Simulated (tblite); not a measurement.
Species: C5H8F2.
Z-matrix (Å and degrees, GFN2-xTB geometry), rows numbered from 1:
```
C 
C   1  1.3194
C   2  1.4974  1  124.57
C   3  1.5318  2  111.75  1   121.17
C   4  1.5187  3  110.86  2   -66.34
F   5  1.3574  4  110.81  3   173.81
F   5  1.3565  4  111.02  3   -68.74
H   1  1.0777  2  121.68  3     0.00
H   1  1.0766  2  122.08  3   179.59
H   2  1.0826  1  120.29  3  -179.93
H   3  1.0911  2  110.09  1    -0.58
H   3  1.0930  2  108.95  1  -119.17
H   4  1.0917  3  110.47  2   173.79
H   4  1.0914  3  110.75  2    53.30
H   5  1.1008  4  113.32  3    52.46
```

Level: GFN2-xTB in tblite, geometry and Hessian alike; calculated harmonic values, unscaled, isolated species. This tight-binding method is rough: wavenumbers can miss measured ones by several per cent, in bad cases by 10 to 20. One conformer, not necessarily the lowest.

Harmonic wavenumbers (cm⁻¹): 48.6, 59.6, 106.5, 200.1, 314.0, 394.6, 437.5, 445.3, 532.5, 644.0, 829.9, 896.0, 909.3, 934.1, 1000.8, 1022.2, 1041.0, 1070.1, 1107.5, 1125.6, 1193.4, 1198.9, 1261.6, 1280.7, 1289.0, 1325.0, 1338.9, 1415.3, 1455.6, 1470.2, 1721.0, 2892.9, 2966.9, 2992.1, 2999.9, 3003.9, 3054.4, 3102.4, 3129.2.

A = 4597, B = 1435, C = 1359 MHz; mass 106.059 u (most abundant isotopes); point group C1, symmetry number 1.

Zero-point energy?

½Σν̃ = 26105 cm⁻¹ = 312.29 kJ/mol.

What is S at 400 K and 1 bar for an ideal gas of classical rigid rotors and harmonic oscillators?

Translation 173.13, rotation 120.71, vibration 118.73: S = 412.6 J/(mol K).

And Cp and H(400 K) − H(0)?

Cp = 154.97 J/(mol K), of which vibrations give 121.71 (their classical limit is 39 R = 324.3); H(400 K) − H(0) = 37.28 kJ/mol without the zero-point energy, 23.98 from vibrations.

Which modes carry the vibrational entropy at 400 K?

48.6 cm⁻¹: 22.83; 59.6 cm⁻¹: 21.13; 106.5 cm⁻¹: 16.34; 200.1 cm⁻¹: 11.23; 314.0 cm⁻¹: 7.73; 394.6 cm⁻¹: 6.07 J/(mol K); the other 33 give 33.40 together.

What must be added to the electronic energy to get the Gibbs energy at 400 K and 1 bar?

ZPE + [H(400 K) − H(0)] − T·S = 312.29 + 37.28 − 165.03 = 184.54 kJ/mol.

Hindered rotation and anharmonicity are outside this model. Other conformers, if any are populated, would add a mixing term that is left out. The structure is chiral; the term R ln 2 for an equal mix with its mirror image is left out.
